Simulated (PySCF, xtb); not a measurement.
Cl₂GeH₄OSi, SMILES [O]([GeH3])[SiH](Cl)Cl. Other conformers were not sampled.

Harmonic wavenumbers (cm⁻¹) from GFN2-xTB (xtb) at its own minimum, in rising order: 11, 46, 55, 146, 205, 263, 375, 495, 539, 575, 595, 618, 697, 738, 787, 795, 969, 1965, 2043, 2072, 2363.

### Question
What does PBE-D3(BJ)/def2-SVP in PySCF 2.14.0 give at its own minimum? (The exact figures need the calculation; the answer reports its results.)

### Answer
19, 46, 69, 175, 244, 315, 459, 550, 567, 619, 625, 779, 795, 831, 836, 842, 998, 2097, 2115, 2123, 2251. Paired by order, the mean absolute difference is 58 cm⁻¹ and the zero-point energies are 23.4 and 24.8 kcal/mol.
